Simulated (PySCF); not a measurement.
**Dipole response of Si⁻ (silicon, charge -1)**

[Ne] 3s2 3p3, high-spin 4S determinant. All numbers are calculated (PySCF 2.14, the non-relativistic Hamiltonian (point nucleus), in aug-cc-pV(T+d)Z with one added diffuse shell each of s, p, d, f type (7s6p5d3f, 71 functions)). Coupled (time-dependent) response in atomic units; α is the mean over directions.

```
method  mean α (bohr³)  C₆ (like pair)  S(−4)
   UHF           135.7            1821  12420
```

S(−4) is the Cauchy moment in α(ω) = α(0) + S(−4) ω² + …

α(iu) at UHF:

| u (hartree) | α(iu) (bohr³) |
| --- | --- |
| 0 | 135.7 |
| 0.0500 | 112.6 |
| 0.100 | 80.92 |
| 0.200 | 45.18 |
| 0.300 | 28.36 |
| 0.500 | 13.81 |
| 0.750 | 7.156 |
| 1.00 | 4.357 |
| 1.50 | 2.129 |
| 2.00 | 1.286 |
| 3.00 | 0.6470 |
| 5.00 | 0.2840 |

A single London oscillator, α(iu) = α/(1 + u²/ω²), gives C₆ = (3/4) ω α². Matching the computed C₆ needs ω = 4 × 1821 / (3 × 135.7²) = 0.132 hartree.

For an ion, C₆ is the dispersion term alone; charge-induced terms of lower order in 1/R come first.
